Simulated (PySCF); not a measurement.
2-(4-methylthiophen-2-yl)pyridine (C10H9NS), SMILES Cc1csc(-c2ccccn2)c1. Heavy atoms are numbered as in [CH3:1][c:2]1[cH:3][s:4][c:5](-[c:6]2[cH:7][cH:8][cH:9][cH:10][n:11]2)[cH:12]1. Hydrogens are named by the atom that carries them.

The structure is a stationary point at PBE0-D3(BJ)/def2-SVP. Other conformers were not sampled.

Level of theory: KT2/pcSseg-1 (PySCF).

GIAO shieldings, no solvent; atoms alike by connectivity are averaged. δ = σ(ref) − σ: ¹³C against TMS (σ = 185.1 ppm); ³³S against H2S (σ = 723.0 ppm); ¹⁵N against NH3 (σ = 266.2 ppm); ¹H against TMS (σ = 31.47 ppm), references at their B3LYP-D3(BJ)/def2-TZVP geometries, non-relativistic.

Computed chemical shifts:
```csv
nucleus,atoms,count,δ (ppm)
¹³C,C6,1,146.7
¹³C,C5,1,145.8
¹³C,C10 (CH),1,145.3
¹³C,C2,1,135.2
¹³C,C8 (CH),1,131.5
¹³C,C3 (CH),1,123.8
¹³C,C12 (CH),1,119.9
¹³C,C9 (CH),1,118.0
¹³C,C7 (CH),1,113.0
¹³C,C1 (CH3),1,19.6
³³S,S4,1,420.7
¹⁵N,N11,1,317.6
¹H,H on C10,1,8.51
¹H,H on C8,1,7.57
¹H,H on C7,1,7.52
¹H,H on C12,1,7.48
¹H,H on C9,1,6.88
¹H,H on C3,1,6.88
¹H,H on C1,3,2.64
```
